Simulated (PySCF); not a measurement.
**Nuclear quadrupole coupling in `C[Si]1(C)C[C@H](C#N)CO1`**

C₆H₁₁NOSi.
Numbering: `[CH3:1][Si:2]1([CH3:3])[CH2:4][C@H:5]([C:6]#[N:7])[CH2:8][O:9]1` (hydrogens: H10, H11, H12 on C1; H13, H14, H15 on C3; H16, H17 on C4; H18 on C5; H19, H20 on C8)

Cartesian coordinates in Å at the GFN2-xTB level; atoms count from 1:
```xyz
20
C6H11NOSi angstrom
C     -2.3138    0.7011    0.8668
Si    -0.7918   -0.0828    0.0486
C     -1.2371   -1.2384   -1.3888
C      0.5787    1.1899   -0.3709
C      1.8331    0.4514    0.1137
C      2.3024   -0.4241   -0.9308
N      2.6593   -1.1193   -1.7658
C      1.4207   -0.3938    1.3374
O      0.1229   -0.8827    1.1657
H     -2.8969    1.2615    0.1448
H     -2.0478    1.3730    1.6769
H     -2.9564   -0.0703    1.2764
H     -0.3523   -1.5933   -1.9103
H     -1.8749   -0.7407   -2.1113
H     -1.7745   -2.1074   -1.0219
H      0.6675    1.4533   -1.4219
H      0.4613    2.1163    0.1909
H      2.6501    1.1307    0.3807
H      1.4498    0.2307    2.2382
H      2.0947   -1.2444    1.4785
```

Field gradients from the PBE0/pcSseg-1 density (PySCF, non-relativistic), principal values in atomic units, ordered |Vxx| ≤ |Vyy| ≤ |Vzz|:

| atom | Vxx | Vyy | Vzz |
| --- | --- | --- | --- |
| N7 | 0.4615 | 0.4989 | -0.9604 |
| O9 | -0.5039 | -1.2244 | 1.7283 |

Q: Find the asymmetry η = (Vxx − Vyy)/Vzz and the couplings χ = eQV/h (234.96 MHz × Q in barn × V in au), with Q(14N) = 0.02044 b, Q(17O) = −0.0256 b.

A: 
| atom | environment | nucleus | η | χzz (MHz) | χxx (MHz) | χyy (MHz) |
| --- | --- | --- | --- | --- | --- | --- |
| N7 | nitrile nitrogen | 14N | 0.04 | -4.612 | 2.216 | 2.396 |
| O9 | silyl ether oxygen | 17O | 0.42 | -10.40 | 3.03 | 7.37 |

The gradient is axial or nearly so (η below 0.05) at N7. 

Q: What is Vzz at N7 in SI units (1 au = 9.71736 × 10²¹ V/m²)?

A: -0.9604 au = -9.332 × 10²¹ V/m².

Were the hydrogens deuterons (Q(2H) = 0.00286 b), χzz would run from 194 kHz (H19 and H20) to 221 kHz (H10, H14 and H12).

One conformer (not necessarily the lowest) at the GFN2-xTB geometry, without solvent, vibrations or thermal averaging. GFN2-xTB bond lengths can be off by several hundredths of an ångström, more for odd bonds, and the gradients follow them. A larger basis could move these couplings by a tenth or more.

The run behind these numbers computed NMR shieldings as well. Hardware: an Arm Neoverse V1 with one thread, shared host with 32 logical CPUs at a one-minute load of 19. Cost: 49 s of wall time, 1.0 GiB resident at most.
